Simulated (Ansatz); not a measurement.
```yaml
crystal:
  periodic: [false, false, false]
  atoms:
    - {symbol: O, position_ang: [3.291107, -0.421632, -1.007805]}
    - {symbol: C, position_ang: [2.228212, -0.320692, -0.451747]}
    - {symbol: O, position_ang: [1.061790, -0.028485, -1.019905]}
    - {symbol: B, position_ang: [0.000098, 0.000622, 0.000187]}
    - {symbol: O, position_ang: [0.670059, -0.312057, 1.273782]}
    - {symbol: C, position_ang: [1.968903, -0.508637, 1.066228]}
    - {symbol: O, position_ang: [2.794541, -0.781977, 1.898539]}
    - {symbol: O, position_ang: [-1.065251, -0.970294, -0.301792]}
    - {symbol: C, position_ang: [-2.230620, -0.341125, -0.423119]}
    - {symbol: O, position_ang: [-3.295780, -0.845888, -0.667646]}
    - {symbol: C, position_ang: [-1.966559, 1.169978, -0.191519]}
    - {symbol: O, position_ang: [-2.790202, 2.047300, -0.223801]}
    - {symbol: O, position_ang: [-0.666286, 1.312895, 0.048587]}
basis:
  gaussian: {orbitals: def2-mTZVP}
total_charge: -1
hamiltonian: {xc: {name: HF}}
correlation: {method: mp2, frozen_orbitals: {O: 0}}
accuracy: high
scf: {omitted_lower_state_checks: [starts]}
```

```sh
$ ansatz run in.yaml --threads 4 --pin off --events-out ev --progress --plain --max-ram 6963MiB
```

Output, abridged:

```
Functional definition: HF
Error: "frozen_orbitals" has no count for C
```

**Question.** Something in this input is off. What?

**Answer.** Frozen orbitals are typed for one element alone, and the program wants a count for each (the count typed has to fit that element's core, too). The input was rejected before any iteration.
